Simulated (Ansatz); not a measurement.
Reaction (redistribution): `[NH2][GeH2][SiH2]F` + `N[SiH2][O][GeH2][NH2]` → `[NH2][GeH2][O][GeH2][NH2]` + `N[SiH2][SiH2]F`

Calculated with Ansatz (gas phase, PBE0-D4/def2-TZVP geometries, no zero-point term in ΔE). CCSD(T)/CBS is the MP2 limit (def2-TZVPP, def2-QZVPP) plus CCSD(T) − MP2 in def2-TZVPP, frozen cores. For Ge outer-core shells are correlated without core-valence functions, which leaves a few kJ/mol of doubt a bond. Scalar relativity is left out up to krypton. One conformer a species, not always the lowest.

```csv
species,HF/CBS(def2) energy (Eh)
`[NH2][GeH2][SiH2]F`,-2521.90211
`N[SiH2][O][GeH2][NH2]`,-2553.01284
`[NH2][GeH2][O][GeH2][NH2]`,-4339.42477
`N[SiH2][SiH2]F`,-735.45592
```

Work out ΔE.

ΔE = (-4339.42477) + (-735.45592) − (-2521.90211) − (-2553.01284) = 0.03426 Eh = +89.9 kJ/mol. CCSD(T)/CBS gives +86.4 kJ/mol.

Largest T1 diagnostic among the species: 0.012.

In def2-TZVPP, CCSD(T) changes the Hartree–Fock value by −5.3 kJ/mol (the triples alone add −1.9 kJ/mol) and MP2 by −3.1 kJ/mol. From PBE to PBE0 (25 % exact exchange), in def2-TZVPP and without D4, ΔE moves by +3.4 kJ/mol.
